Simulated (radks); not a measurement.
All-electron atom: Sn+ in [Kr] 4d10 5s2 5p1 (the NIST ground configuration).

Method: Dirac Kohn-Sham, Slater X-alpha with alpha = 0.667, spin-unpolarised, spherical densities, finite nucleus; open shells fill j = l - 1/2 first; Fermi nuclear charge, rms radius 4.6519 fm; computed with a radial shooting solver on a logarithmic mesh with Libxc functionals.

Energy parts (eV):
| part | energy |
|---|---|
| total | -167856.190 |
| kinetic | 176791.294 |
| electron-nucleus | -407443.815 |
| Hartree | 67011.110 |
| exchange | -4214.779 |

Orbitals (lengths in bohr, moments of r in powers of bohr; <r^-3> diverges for s and p1/2):
orbital  occ.  eigenvalue (eV)  <r^-3>
1s1/2       2        -28964.52       -
2s1/2       2        -4377.227       -
2p1/2       2        -4091.468       -
2p3/2       4        -3861.182    4297
3s1/2       2        -849.0845       -
3p1/2       2        -732.7971       -
3p3/2       4        -690.7638   799.1
3d3/2       4        -484.3678   125.7
3d5/2       6        -475.6824   117.3
4s1/2       2        -139.7849       -
4p1/2       2        -101.0498       -
4p3/2       4         -93.4018   145.2
4d3/2       4         -32.8081   15.55
4d5/2       6         -31.7608   14.33
5s1/2       2         -16.8161       -
5p1/2       1          -9.7484       -
5p3/2       0          -9.1844   10.65

The highest occupied level is 5p1/2 at -9.748 eV. The electron density at the nucleus is 1.903e+05 e/bohr^3.
